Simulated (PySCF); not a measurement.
# Exercise with solution: oscillator strength and radiative lifetime

TaOCl2, SMILES [Ta+](=[O])([Cl])[Cl], charge +1, multiplicity 1.

Geometry optimised at B3LYP-D3(BJ)/def2-SVP. The multiplicity is an assumed one; other spin states were not compared. The isomer is the one that the SMILES or the coordinates give; other isomers of the formula were not compared. The def2 effective core potentials stand for the cores of Ta; spin–orbit coupling is left out.

TDDFT-CAM-B3LYP/def2-SVPD (PySCF) puts the first singlet state with f over 0.02 at 4.23 eV (vertical), with the transition dipole (0.000, 0.000, 0.527) in atomic units.

### Question
Find the oscillator strength, the wavelength and the radiative lifetime that this transition would have in vacuum if emission retraced absorption.

### Answer

|μ|² = 0.2777 au, so |μ| = 1.34 D. ΔE = 4.23/27.211 = 0.1554 hartree. f = (2/3) ΔE |μ|² = 0.029 (the program prints 0.029).
λ = 1239.84/4.23 = 293 nm; ν = 34117 cm⁻¹.
Einstein's coefficient A = 0.6670 ν² f s⁻¹ (ν in cm⁻¹) = 2.2e7 s⁻¹, so τ = 1/A = 45 ns. This state is S3; the lower singlets have f = 0.000, 0.004. The figure is the radiative limit of this one transition; relaxation, internal conversion, crossing to triplets and a medium change what is measured.
